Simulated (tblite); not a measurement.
Parent: `[H]/[N:1]=[CH:2]\[CH2:3][CH2:4][S:5][SiH3:6]` with N1–C2–C3–C4 124°, C2–C3–C4–S5 179°, C3–C4–S5–Si6 -80°, C3H9NSSi.

Structures optimised with GFN2-xTB, isolated species. One conformer each, not checked by frequencies here.

```json
{"coordinate of the parent": "N1=C2", "value": "1.251 Å"}
{"coordinate of the parent": "C2–C3", "value": "1.503 Å"}
{"coordinate of the parent": "C3–C4", "value": "1.523 Å"}
{"coordinate of the parent": "C4–S5", "value": "1.831 Å"}
{"coordinate of the parent": "S5–Si6", "value": "2.142 Å"}
{"coordinate of the parent": "N1–C2–C3", "value": "128.4°"}
{"coordinate of the parent": "C2–C3–C4", "value": "110.6°"}
{"coordinate of the parent": "C3–C4–S5", "value": "112.2°"}
{"coordinate of the parent": "C4–S5–Si6", "value": "101.6°"}
```

Task: How does the shared frame change in `[H]/[N:5]=[C:4](\[CH2:3][C:2]#[N:1])[CH2:6][CH2:7][S:8][SiH3:9]` with C2–C3–C4–N5 117°, C3–C4–C6–C7 -102°, C4–C6–C7–S8 65°, C6–C7–S8–Si9 -175°, C5H10N2SSi? Atoms pair as N1 = N5, C2 = C4, C3 = C6, C4 = C7, S5 = S8, Si6 = Si9 (parent first).

Result: 
```csv
parent,relative,value in the relative,change
N1=C2,N5=C4,1.253 Å,+0.002
C2–C3,C4–C6,1.504 Å,+0.001
C3–C4,C6–C7,1.526 Å,+0.003
C4–S5,C7–S8,1.837 Å,+0.006
S5–Si6,S8–Si9,2.142 Å,0.000
N1–C2–C3,N5–C4–C6,118.7°,-9.7
C2–C3–C4,C4–C6–C7,110.4°,-0.2
C3–C4–S5,C6–C7–S8,111.3°,-0.9
C4–S5–Si6,C7–S8–Si9,100.0°,-1.6
```

Of the parent's bonds, C4–S5 changes most (+0.006 Å). Bonds of the relative outside the shared frame: N1≡C2 1.143, C2–C3 1.438, C3–C4 1.521 Å. Point group C1 → C1.

These are computed values.
